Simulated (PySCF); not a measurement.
Ho(NH2)3: from a saddle point downhill

PySCF 2.14.0, RKS B3LYP, Ho lcecp-1-SVP with ECP56, N def2-SVP, H def2-SVP; non-relativistic Hamiltonian with scalar-relativistic core potentials where named; density fitting; no spin-orbit coupling. Relaxed within the symmetry of its start, the geometry (D3h) is

```xyz
10

Ho    0.0000    0.0000    0.0000
N     2.2023    0.0000    0.0000
H     2.8324    0.0000    0.8058
H     2.8324    0.0000   -0.8058
N    -1.1011    1.9072    0.0000
H    -1.4162    2.4529    0.8058
H    -1.4162    2.4529   -0.8058
N    -1.1012   -1.9072    0.0000
H    -1.4162   -2.4529    0.8058
H    -1.4162   -2.4529   -0.8058
```

and its lowest harmonic modes are -457, -457, -436, -74, 122, 122 cm⁻¹ (negative: unstable). It was moved along the lowest mode and relaxed again.

Question: Where does it end, and how much lower?

Answer: In Cs, nearly D3h, 0.894 eV lower, after 42 steps:
```xyz
10

Ho    0.0093   -0.0042   -0.0378
N     2.1713   -0.0051    0.2156
H     2.7764    0.8108    0.3369
H     2.8023   -0.8099    0.2436
N    -1.0834    1.8771   -0.0015
H    -0.7000    2.8189    0.1090
H    -2.0948    2.0095   -0.0791
N    -1.0807   -1.8779   -0.2309
H    -0.7068   -2.8299   -0.2354
H    -2.0936   -1.9893   -0.3204
```

Question: How do the contacts change?

Answer: 
| contact | saddle (Å) | end (Å) |
| --- | --- | --- |
| Ho1–N2 (NH2) | 2.202 | 2.177 |
| Ho1–N5 (NH2) | 2.202 | 2.176 |
| Ho1–N8 (NH2) | 2.202 | 2.176 |


Question: Is the end a minimum?

Answer: Yes, as far as the noise of the softest modes lets one tell (those above −25 cm⁻¹ count as noise); lowest modes 24, 105, 108, 259, 261, 264 cm⁻¹.

An lcecp potential fixes the number of 4f electrons, so in runs with it no electron can move into or out of that shell.

State: singlet in the valence, with the 4f electrons in the core potential.
